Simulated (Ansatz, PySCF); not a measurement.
This PySCF input computes a CCSD(T)/cc-pVDZ energy:

```python
from pyscf import gto, scf, mp, cc as ccmod

mol = gto.M(
    atom='''
    B    -0.66503886    0.05057511   -0.01894431
    N     0.70388039    0.07004987    0.02414072
    H    -1.37605239   -0.96558513   -0.07461875
    H    -1.30721419    1.10293443   -0.00402462
    H     1.08129813   -0.88057398    0.00437982
    ''',
    basis='cc-pvdz',
    charge=-1,
    spin=0,
    verbose=4,
)

mf = scf.RHF(mol)
mf.conv_tol = 1e-10
mf.max_cycle = 100
mf.kernel()
mp2 = mp.MP2(mf, frozen=2).run()
cc = ccmod.CCSD(mf, frozen=2)
cc.max_cycle = 100
cc.kernel()
et = cc.ccsd_t()
print(f'E(CCSD(T)) = {cc.e_tot + et:.9f}')
```

**Question.** Write an input for the same energy in Ansatz (an electronic-structure program) and say what it gives.

**Answer.** 
Ansatz 0.2 input:
```yaml
crystal:
  periodic: [false, false, false]
  atoms:
    - {symbol: B, position_ang: [-0.66503886, 0.05057511, -0.01894431]}
    - {symbol: N, position_ang: [0.70388039, 0.07004987, 0.02414072]}
    - {symbol: H, position_ang: [-1.37605239, -0.96558513, -0.07461875]}
    - {symbol: H, position_ang: [-1.30721419, 1.10293443, -0.00402462]}
    - {symbol: H, position_ang: [1.08129813, -0.88057398, 0.00437982]}
basis:
  gaussian:
    orbitals: cc-pVDZ
total_charge: -1
magnetization: {spin_polarized: false}
correlation: {method: ccsd_t, electrons: outside_noble_gas}
```
It gives -81.16680 Eh, and PySCF -81.16680 Eh, a difference of 0.00 mEh.

It need not be the lowest isomer of its formula. Whether it binds its extra electron was not tested at this geometry.
